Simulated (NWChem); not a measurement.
# KF; SMILES [F][K]

Computed with NWChem. Pople sets run with spherical d functions. STO-3G and 3-21G are far too small for this property and stand as cheap habits. All runs use the structure optimised with PBE0/def2-SVP. Vertical excitations in the gas phase; the lowest state need not have the same character in each row.

```json
[
 {"level": "PBE0/3-21G, TDA", "basis functions": "26", "lowest excitation, singlet (eV)": "1.95", "lowest state with f > 0.02, singlet (eV)": "1.95", "orbital gap (eV)": "2.95"},
 {"level": "PBE0/6-31G*, TDA", "basis functions": "36", "lowest excitation, singlet (eV)": "3.04", "lowest state with f > 0.02, singlet (eV)": "3.17", "orbital gap (eV)": "3.97"},
 {"level": "PBE0/6-31+G*, TDA", "basis functions": "44", "lowest excitation, singlet (eV)": "4.22", "lowest state with f > 0.02, singlet (eV)": "4.23", "orbital gap (eV)": "5.13"},
 {"level": "PBE0/def2-SVP, TDA", "basis functions": "38", "lowest excitation, singlet (eV)": "3.69", "lowest state with f > 0.02, singlet (eV)": "3.71", "orbital gap (eV)": "4.62"},
 {"level": "PBE0/def2-SVPD, TDA", "basis functions": "50", "lowest excitation, singlet (eV)": "4.53", "lowest state with f > 0.02, singlet (eV)": "4.54", "orbital gap (eV)": "5.46"},
 {"level": "PBE0/def2-TZVP, TDA", "basis functions": "64", "lowest excitation, singlet (eV)": "4.41", "lowest state with f > 0.02, singlet (eV)": "4.42", "orbital gap (eV)": "5.38"},
 {"level": "PBE0/def2-TZVPD, TDA", "basis functions": "76", "lowest excitation, singlet (eV)": "4.58", "lowest state with f > 0.02, singlet (eV)": "4.59", "orbital gap (eV)": "5.53"}
]
```
